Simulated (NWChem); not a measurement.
# CH4BeS; SMILES [BeH][S]C

```xyz
7

Be    -0.4078    -1.6389    -0.0034
H     -1.2295    -2.6990    -0.0032
S      0.7872    -0.1412    -0.0050
C     -0.4104     1.2710     0.0006
H     -1.1135     1.2195    -0.8515
H      0.1949     2.1912    -0.1003
H     -0.9710     1.3200     0.9527
```
Atoms are numbered in this order, from 1.

Results from NWChem. The geometry was optimised at PBE-D3(BJ)/def2-SVP. Vzz is the largest principal value of the second derivative of the potential at the nucleus (NWChem prints the opposite sign); η is the asymmetry. Non-relativistic.

| level | Vzz Be1 (a.u.) | η Be1 | Vzz S3 (a.u.) | η S3 |
|---|---|---|---|---|
| Hartree-Fock/def2-SVP | -0.213 | 0.18 | 1.993 | 0.40 |
| Hartree-Fock/cc-pVTZ | -0.250 | 0.16 | 2.138 | 0.37 |
| CAM-B3LYP/def2-SVP | -0.205 | 0.24 | 2.043 | 0.39 |
| CAM-B3LYP/def2-TZVP | (withheld) | 0.21 | (withheld) | 0.38 |

**Question.** What belongs in the gaps?

**Answer.** 
- CAM-B3LYP/def2-TZVP, Vzz Be1 (a.u.): -0.233
- CAM-B3LYP/def2-TZVP, Vzz S3 (a.u.): 2.332
